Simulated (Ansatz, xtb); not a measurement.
# Relative energy of two structures of CH5As

We compare a, a triplet given by its coordinates, with b, `[CH2-][AsH3+]`, a singlet. Both are isolated molecules in the gas phase, relaxed with PBE0-D4/def2-TZVP.

a (Å):

```tsv
atom	x (Å)	y (Å)	z (Å)
C	-2.7166	0.2658	-1.6344
As	-2.4312	-1.2671	-0.4596
H	-2.3504	1.1699	-1.1454
H	-2.1518	0.1247	-2.5573
H	-3.7759	0.3699	-1.8604
H	-4.0469	-1.6713	-0.3843
H	-0.7950	-1.0171	-0.4176
```

Close contacts (Å): C1–As2 1.95, C1–H3 1.09, C1–H4 1.09, C1–H5 1.09, As2–H6 1.67, As2–H7 1.66.

b (Å):

```yaml
atoms:
  - { symbol: C, position_ang: [0.1157, 1.5055, -0.6681] }
  - { symbol: As, position_ang: [-0.6214, -0.1484, -0.6530] }
  - { symbol: H, position_ang: [-1.4213, -0.3731, 0.5996] }
  - { symbol: H, position_ang: [-1.5834, -0.8500, -1.6496] }
  - { symbol: H, position_ang: [0.4385, -1.2130, -0.6043] }
  - { symbol: H, position_ang: [-0.6467, 2.2795, -0.5937] }
  - { symbol: H, position_ang: [0.7829, 1.6340, -1.5192] }
```

**Question.** Estimate E(b) − E(a) at the level CCSD(T)/def2-TZVPP.

**Answer.** Calculated at CCSD(T)/def2-TZVPP: E(b) − E(a) = −9.1 kcal/mol, so structure b lies lower.

The same difference at several levels:

```json
{"level": "PBE0-D4/def2-TZVP", "geometry": "PBE0-D4/def2-TZVP", "E(b) − E(a) (kcal/mol)": "−4.7", "departure from the last row (kcal/mol)": "+4.4", "job, with rough time for the two": "optimisation, 1.9 min"}
{"level": "HF/def2-TZVPP", "geometry": "PBE0-D4/def2-TZVP", "E(b) − E(a) (kcal/mol)": "+6.9", "departure from the last row (kcal/mol)": "+16.0", "job, with rough time for the two": "part of the CCSD(T) run"}
{"level": "MP2/def2-TZVPP", "geometry": "PBE0-D4/def2-TZVP", "E(b) − E(a) (kcal/mol)": "−11.1", "departure from the last row (kcal/mol)": "−2.1", "job, with rough time for the two": "part of the CCSD(T) run"}
{"level": "CCSD(T)/def2-TZVPP", "geometry": "PBE0-D4/def2-TZVP", "E(b) − E(a) (kcal/mol)": "−9.1", "departure from the last row (kcal/mol)": "", "job, with rough time for the two": "single point, 74 s"}
```

HF/def2-TZVPP puts the two in the other order. The largest departure from CCSD(T)/def2-TZVPP is that of HF/def2-TZVPP, 16.0 kcal/mol. At CCSD(T)/def2-TZVPP a singlet with the links of a lies below this triplet. Levels run at GFN2-xTB geometries aren't shown.

With harmonic frequencies from PBE0-D4/def2-TZVP (ideal gas, rigid rotor, one conformer each, 298.15 K, 1 atm): on the last row, ΔE + ΔZPE = −8.7, ΔH = −8.9, ΔG = −7.3 kcal/mol.

Open shells are spin-unrestricted. The correlated steps freeze 10 core orbitals; the filled d shell of As is correlated, in a basis made for valence electrons. ΔG holds the spin degeneracy. Programs: Ansatz 0.2.0; the last row on 2 threads of Intel(R) Xeon(R) Processor @ 2.70GHz on a shared host.
